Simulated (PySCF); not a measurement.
A GIAO shielding run with PySCF (density fitting, non-relativistic, gas phase) on `CC(C)(N[SiH2]N)C(F)(F)F`, C$_{4}$H$_{11}$F$_{3}$N$_{2}$Si:

```
$ OMP_NUM_THREADS=1 python probes_run.py task.json out

{"job": {"kind": "nmr", "xc": "PBE0", "basis": "pcSseg-1"}, "charge": 0, "multiplicity": 1}
C     -1.516147     0.662475    -1.322815
C     -0.727978     0.047882    -0.156808
C     -0.388317     1.112768     0.880786
N      0.445124    -0.616079    -0.654345
Si     1.950597    -0.863035     0.158482
N      2.703568     0.689351     0.197977
C     -1.637576    -0.999974     0.520492
F     -1.970788    -1.997561    -0.319404
F     -1.055718    -1.585668     1.577592
F     -2.796452    -0.484671     0.965679
H     -0.891946     1.401735    -1.816630
H     -1.787207    -0.104049    -2.046166
H     -2.422905     1.143034    -0.963988
H     -1.290710     1.635764     1.188839
H      0.075342     0.660231     1.752224
H      0.311866     1.818843     0.448232
H      0.192275    -1.329546    -1.321759
H      1.885916    -1.281302     1.557857
H      2.586391    -1.886362    -0.681337
H      3.572687     0.781237     0.697587
H      2.753058     1.211868    -0.662966
```

Hardware: 1 thread of an Intel Xeon Platinum 8259CL, shared host. The job also computes population analyses, field gradients.

Task: How large is the calculation?

Result: 90 electrons, 232 basis functions and 1218 auxiliary functions.

Task: How long does it take, and how much memory does it need?

Result: 75 s of wall time, with 13 SCF cycles and 4 response iterations; peak memory 1.1 GiB. Times on a shared host scatter by some tens of per cent.
